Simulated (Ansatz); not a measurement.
# From Si(NH2)4 to SiCl4: predicting a member

On one Si centre, n of the NH2 ligands are replaced by Cl. The atomisation energy (no zero-point term) y in kJ/mol at CCSD(T)/CBS estimate. Shapes: PBE0-D4/def2-TZVP. Flexible molecules stand in one conformer, not always the lowest. Programs: Ansatz 0.2.0.

| molecule | n | y (kJ/mol) |
| --- | --- | --- |
| Si(NH2)4 | 0 | 4680 |
| Si(NH2)3Cl | 1 | 3931 |
| Si(NH2)2Cl2 | 2 | 3176 |
| Si(NH2)Cl3 | 3 | ? |
| SiCl4 | 4 | 1620 |

Q: Fit y = c + s·n to the known rows and predict Si(NH2)Cl3.

A: 
1. Means of the 4 rows: n = 1.75000, y = 3351.8.
2. Σ(Δn)² = 8.75, Σ(Δn·Δy) = -6699.2, so the slope is -6699.2/8.75 = -765.62.
3. Intercept: 3351.8 − (-765.62) × 1.75000 = 4691.6. The largest residual of the fit is 16.
4. Si(NH2)Cl3: 4691.6 + (-765.62) × 3 = 2395 kJ/mol.

The run gave 2397 kJ/mol, so the prediction is off by -2 kJ/mol, within the largest residual. The steps per swap are -749, -755, -779, -777 kJ/mol. The slope is the difference between a Si–Cl and a Si–NH2 bond with the ligands’ own bonds. Other levels give for Si(NH2)Cl3: BHLYP-D4/def2-TZVPP 2303; PBE0-D4/def2-TZVPP 2394; wB97M-V/def2-TZVPP 2417 kJ/mol. Spin-orbit coupling of the free atoms (NH2 0, Cl 4 kJ/mol each; the atoms kept shift only the intercept) is left out. The CBS estimate extrapolates MP2 from def2-TZVPP and def2-QZVPP and adds CCSD(T) − MP2 in the triple-zeta set, cores frozen.
